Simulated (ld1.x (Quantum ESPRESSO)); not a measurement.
## Which setting gave this result? (S (Z = 16), RRKJ)

Base potential:

| Property | Result |
| --- | --- |
| Element | sulfur (S) |
| Generator | ld1.x (Quantum ESPRESSO) 7.5 |
| Type | norm-conserving RRKJ (Kleinman–Bylander form) |
| Functional | PBE |
| Relativity | scalar-relativistic |
| Frozen core | [Ne] |
| Valence charge | 6 |
| Reference configuration | 3s2 3p4 |
| Partial waves | 3s (bound): rc 1.40 bohr; 3p (bound): rc 1.45 bohr |
| Local potential | the p channel |
| Core correction | a·sin(br)/r model core inside 1.05 bohr |
| rho0 | 0.02 |

Cutoffs, loose and tight: the cutoffs (Ry, on a coarse ladder) from which the occupation-weighted sum of valence levels, in a spherical-Bessel basis at the reference potential, stays within 10 and 1 mRy of its value at 400 Ry. They do not see the model core or the augmentation charge, which bear on the density cutoff. Test errors are all-electron minus pseudo excitation energies from the reference, over the configurations 3s2 3p3; 3s2 3p2; 3s2 3p1; 3s2 3p0; 3s1 3p4; 3s2 3p3.5; 3s0 3p6; variants that change the core or the reference have their own tests.

Only the scale of all radii but the core radius (base = 1) is moved (1 further runs of the sweep failed or gave no value and are left out):

| scale of all radii but the core radius (base = 1) | cutoff, loose | cutoff, tight | bound ghosts | largest test error (meV) |
| --- | --- | --- | --- | --- |
| 0.83 | 70 Ry | 140 Ry | none | +152 |
| 0.9 | 55 Ry | 100 Ry | none | +148 |
| 1.02 | 55 Ry | 80 Ry | none | +151 |
| 1.12 | 50 Ry | 70 Ry | none | +155 |
| 1.19 | 40 Ry | 60 Ry | none | +155 |
| 1.23 | 30 Ry | 55 Ry | none | +163 |
| 1.33 | 21 Ry | 45 Ry | none | +169 |
| 1.4 | 21 Ry | 35 Ry | none | +171 |

Problem. One more run gave cutoff, loose: 55 Ry; cutoff, tight: 90 Ry; bound ghosts: none; largest test error (meV): +148. Which value of the scale of all radii but the core radius (base = 1) was used?

Solution. 0.95. The tight cutoff moves one way along this sweep, from 140 Ry at 0.83 to 35 Ry at 1.4, which places the run between 0.9 and 1.02.
